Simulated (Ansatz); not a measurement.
Energy difference 2 R1 + 0.5 R2 → P1 + P2, each structure at its B3LYP-D3(BJ)/def2-TZVP stationary point, reached from a drawn start (curvature not checked).
P1: Cl2 (SMILES ClCl), charge 0, multiplicity 1.
P2, H2O (SMILES O) (charge 0, multiplicity 1, Z-matrix in Å and degrees):
```
O
H 1 0.9627
H 1 0.9627 2 105.24
```
R1, HCl (SMILES Cl) (charge 0, multiplicity 1):
```xyz
2

Cl     0.000     0.000     0.641
H      0.000     0.000    -0.641
```
R2: O2 (SMILES O=O), charge 0, multiplicity 3.

P less R. No zero-point or thermal terms; singlets are restricted closed shells; open shells are unrestricted; no spin–orbit coupling.

Correlated levels freeze the cores.

The values were computed with Ansatz (an electronic-structure program) with Gaussian orbitals. Each number belongs to the level named beside it.

Q: One of these levels gives -83.5 kJ/mol for the reaction energy. Name it.
A. SVWN5/def2-TZVPP
B. CCSD/cc-pV(Q+d)Z
C. revPBE/def2-TZVPP
D. CAM-B3LYP/def2-TZVPP

A: A, SVWN5/def2-TZVPP. The others give -47.9 (revPBE/def2-TZVPP), -53.8 (CAM-B3LYP/def2-TZVPP), -60.4 (CCSD/cc-pV(Q+d)Z)
